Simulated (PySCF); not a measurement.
Relative stability

The two ends of one reaction step of MgH₂BrCl, closed shell (PBE0-D4/def2-TZVP).

A:

Mg1  (-0.378, 0.704, -0.325)
Br2  (0.975, 2.290, 0.715)
Cl3  (-1.827, -0.432, -1.490)
H4  (0.767, -0.881, 0.851)
H5  (0.286, -1.323, 0.471)
(Å)

B:

```
atom    x (Å)    y (Å)    z (Å)
 Mg1  -0.6783  -0.6490  -0.5158
 Br2   0.9333   1.4131   0.5680
 Cl3  -2.0047   0.6996  -1.6519
  H4   1.7854   0.5404   1.3061
  H5   0.0421  -2.0344   0.1511
```

Program: PySCF 2.14 with density fitting (its default auxiliary sets; JK sets also for MP2 and CCSD(T)). Basis: def2-TZVPP. Cores are frozen in the correlated methods. Filled d shells of the heavier atoms are correlated. The outer core shell of Li, Na, Mg and K is correlated. The def2 sets are not built for correlating such inner shells, so the correlated values are less sure here. B3LYP uses VWN-RPA correlation.

**Question.** Which structure is lower at CCSD(T), and by how much? (An estimate is asked for; the value comes from the calculation.)

**Answer.** The calculation gives: A, by 1.686 eV (electronic energy, against the other). By their contacts, A is a complex of MgBrCl + H₂ and B is MgH₂BrCl ([Cl][MgH][BrH]).

All methods give the same order:

| method | E(B) − E(A) (eV) |
| --- | --- |
| SPW92 | 1.558 |
| PBE-D4 | 1.646 |
| r2SCAN-D4 | 1.783 |
| PBE0-D4 | 1.704 |
| B3LYP-D4 | 1.697 |
| BHLYP-D4 | 1.753 |
| wB97M-V | 1.688 |
| HF | 1.816 |
| MP2 | 1.800 |
| CCSD | 1.686 |
| CCSD(T) | 1.686 |

T1 diagnostic: at most 0.007.

Labels in which every atom is bracketed show which atoms are joined, not bond orders.

For scale, one of the runs: CCSD(T)/def2-TZVPP, 150 basis functions, launched by `OMP_NUM_THREADS=4 python run.py`. Hardware: 4 CPU threads of a Oxide Virtual Turin-like, shared host. Wall time 2.2 min; peak host memory 1.4 GiB.
